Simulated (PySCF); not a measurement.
FGeH5OSi, SMILES [SiH2]([O][GeH3])F. Heavy atoms are numbered as in [SiH2:1]([F:2])[O:3][GeH3:4]. Hydrogens are named by the atom that carries them.

The structure is a stationary point at PBE0-D3(BJ)/def2-SVP. This is a generated structure with no PubChem entry under its InChIKey; it may be hypothetical. The values are those of a single conformer.

The numbers are results of KT2/pcSseg-1 run with PySCF, not measurements.

GIAO shieldings, no solvent; atoms alike by connectivity are averaged. δ = σ(ref) − σ: ²⁹Si against TMS (σ = 361.9 ppm); ¹⁹F against CFCl3 (σ = 127.1 ppm); ¹⁷O against H2O (σ = 330.4 ppm); ⁷³Ge against GeH4 (σ = 1669.3 ppm); ¹H against TMS (σ = 31.47 ppm), references at their B3LYP-D3(BJ)/def2-TZVP geometries, non-relativistic.

### Question
Estimate the chemical shifts. (An estimate is asked for; the answer gives what the named calculation found.)

### Answer

```
nucleus       atoms  count  δ (ppm)
-------  ----------  -----  -------
²⁹Si     Si1 (SiH2)      1    -17.3
¹⁹F              F2      1   -187.3
¹⁷O              O3      1     48.2
⁷³Ge     Ge4 (GeH3)      1    266.3
¹H         H on Ge4      3     5.68
¹H         H on Si1      2     5.46
```
